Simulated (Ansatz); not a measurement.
The same path of C₃H₅B (9 atoms, charge 0, multiplicity 1) was run twice with different band settings.

Method: RKS PBE0-D4/def2-SVP in Ansatz 0.2.0.

Relaxed end points:

```xyz
9
Properties=species:S:1:pos:R:3
B -0.087 2.058 -1.059
C -0.031 0.723 -0.374
C 0.015 -0.365 0.184
C 0.079 -1.653 0.843
H 0.201 2.157 -2.228
H -0.421 3.044 -0.445
H 1.123 -1.882 1.111
H -0.274 -2.459 0.181
H -0.517 -1.670 1.769
```

```xyz
9
Properties=species:S:1:pos:R:3
B -0.092 2.057 -1.060
C -0.021 0.725 -0.372
C 0.037 -0.362 0.188
C 0.098 -1.650 0.847
H 0.700 2.337 -1.930
H -0.939 2.861 -0.747
H 1.097 -2.105 0.764
H -0.624 -2.340 0.380
H -0.167 -1.569 1.913
```

Common settings: movable images 7; climbing image yes; spring 5.0 eV/Å²; optimiser quadratic models (default); start path through a guess of the saddle point; force threshold 0.03 eV/Å; iteration limit 60.

| run | end points |
| --- | --- |
| 1 | relaxed |
| 2 | as typed, not relaxed |

(1) What does each run give, and how far can it be trusted?

Answers

(1) Run 1: converged after 23 iterations, highest image 0.000 eV above the first end. The top lies less than 8 meV above the higher end, about what the thresholds resolve: that end is a shoulder or a very shallow well. A vibrational analysis at the climbing image gives no mode beyond 40i cm⁻¹: the surface is too flat there to confirm a saddle point.
Run 2: not converged after 60 iterations, highest image 4.404 eV above the first end. The band didn't meet its force threshold, so its energies are provisional: the largest band force was still 3.30 eV/Å, and over the last iterations the top stayed at 4.40 eV. The end points aren't both relaxed to the band's threshold either. Inner images lie below an end point, which means an intermediate or an end that isn't the lowest structure nearby.
